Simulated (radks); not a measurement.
Species: V2+. Configuration: [Ar] 3d3 (the NIST ground configuration). All-electron calculation, Dirac Kohn-Sham, PBEsol, spin-unpolarised, spherical densities, point nucleus; open shells fill j = l - 1/2 first. Program: a radial shooting solver on a logarithmic mesh with Libxc functionals.

Unscreened Slater integrals over Kohn-Sham orbitals (hartree). Large and small components are both included. Empty in this configuration: 3d5/2.

integral,value
"F0(3d3/2,3d3/2)",0.70470
"F2(3d3/2,3d3/2)",0.32256
"F0(3d3/2,3p3/2)",0.78302
"F2(3d3/2,3p3/2)",0.36617
"G1(3d3/2,3p3/2)",0.45640
"G3(3d3/2,3p3/2)",0.27410
"F0(3d3/2,3p1/2)",0.78577
"G1(3d3/2,3p1/2)",0.45777
"F0(3d3/2,3s1/2)",0.80552
"G2(3d3/2,3s1/2)",0.34441
"F0(3d3/2,3d5/2)",0.70369
"F2(3d3/2,3d5/2)",0.32211
"G2(3d3/2,3d5/2)",0.32196
"G4(3d3/2,3d5/2)",0.19963
"F0(3p3/2,3p3/2)",0.88732
"F2(3p3/2,3p3/2)",0.44419
"F0(3p3/2,3p1/2)",0.89096
"G2(3p3/2,3p1/2)",0.44576
"F0(3p3/2,3s1/2)",0.91641
"G1(3p3/2,3s1/2)",0.60775
"F0(3p3/2,3d5/2)",0.78173
"F2(3p3/2,3d5/2)",0.36549
"G1(3p3/2,3d5/2)",0.45562
"G3(3p3/2,3d5/2)",0.27362
"F0(3p1/2,3p1/2)",0.89466
"F0(3p1/2,3s1/2)",0.92039
"G1(3p1/2,3s1/2)",0.61040
"F0(3p1/2,3d5/2)",0.78446
"G3(3p1/2,3d5/2)",0.27413
"F0(3s1/2,3s1/2)",0.94871
"F0(3s1/2,3d5/2)",0.80413
"G2(3s1/2,3d5/2)",0.34364
"F0(3d5/2,3d5/2)",0.70267
"F2(3d5/2,3d5/2)",0.32167
"F4(3d5/2,3d5/2)",0.19944
